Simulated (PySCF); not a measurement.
**Computed properties of HfF2I2, SMILES [F][Hf]([F])([I])[I], multiplicity 1**

HfF2I2, SMILES [I][Hf]([F])([I])[F], multiplicity 1. The structure is a stationary point at B3LYP-D3(BJ)/def2-SVP. The spin state was assumed, not searched. The structure was generated by enumeration; whether it is a known compound was not checked. The def2 effective core potentials stand for the cores of Hf, I; spin–orbit coupling is left out. Other conformers were not sampled. All values are computed for the isolated molecule unless a solvent is named; none is compared with measurement here.

**Structure.** The optimised structure has C2v symmetry. All 9 harmonic modes at B3LYP-D3(BJ)/def2-SVP (PySCF) are real, so it is a minimum. With heavy atoms numbered as in [Hf:1]([F:2])([F:3])([I:4])[I:5], the shortest bond between them is Hf1–F2 at 1.899 Å and the longest Hf1–I5 at 2.716 Å.

**Vibrations.** The strongest infrared lines (harmonic, unscaled, degenerate partners summed) lie at 677 cm⁻¹ (102 km/mol, F 93 %), 677 cm⁻¹ (94 km/mol, F 87 %, Hf 13 %), 224 cm⁻¹ (50 km/mol, Hf 56 %, I 38 %). The softest mode is at 49 cm⁻¹ and the zero-point energy is 3.3 kcal/mol.

**Electronic structure.** B3LYP/def2-TZVP (PySCF) places the frontier levels at -7.88 and -2.50 eV, a gap of 5.38 eV, and gives a dipole moment of 0.53 D and a mean polarisability of 103.6 bohr³. PBE/def2-TZVP (PySCF) at the same geometry gives -7.02 and -3.02 eV, so its gap is 1.38 eV narrower. An orbital gap is neither the optical nor the fundamental gap.

**Excitations.** TDA-PBE0/def2-SVPD (PySCF) has S1 at 4.63 eV (268 nm, f = 0.000, dark); the most intense of the 10 singlets computed lies at 5.35 eV (f = 0.09). T1 (TDA) is at 4.14 eV, 0.49 eV under S1. TDA-PBE/def2-SVPD (PySCF) puts S1 at 4.19 eV. No vertical singlet excitation falls in the visible range (under 3.1 eV).
